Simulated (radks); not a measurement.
Problem. The niobium ion Nb3+, configuration [Kr] 4d2. Calculated with a radial shooting solver on a logarithmic mesh with Libxc functionals: scalar-relativistic Kohn-Sham, r2SCAN, spin-unpolarised, spherical densities, finite nucleus; meta-GGA in the generalised Kohn-Sham scheme; Fermi nuclear charge, rms radius 4.324 fm. Some entries of the table are withheld. Estimate them.

orbital  occ.  eigenvalue (eV)  <1/r> (bohr^-1)
1s          2              (1)              (2)
2s          2        -2680.138            9.542
2p          6        -2394.016            9.272
3s          2        -478.5901              (3)
3p          6              (4)            3.095
3d         10        -230.1815            2.854
4s          2         -90.5995            1.176
4p          6         -65.5729            1.048
4d          2         -30.2107           0.7707

Solution. 
(1) 1s eigenvalue (eV): -18882.03
(2) 1s <1/r> (bohr^-1): 42.39
(3) 3s <1/r> (bohr^-1): 3.262
(4) 3p eigenvalue (eV): -384.1044
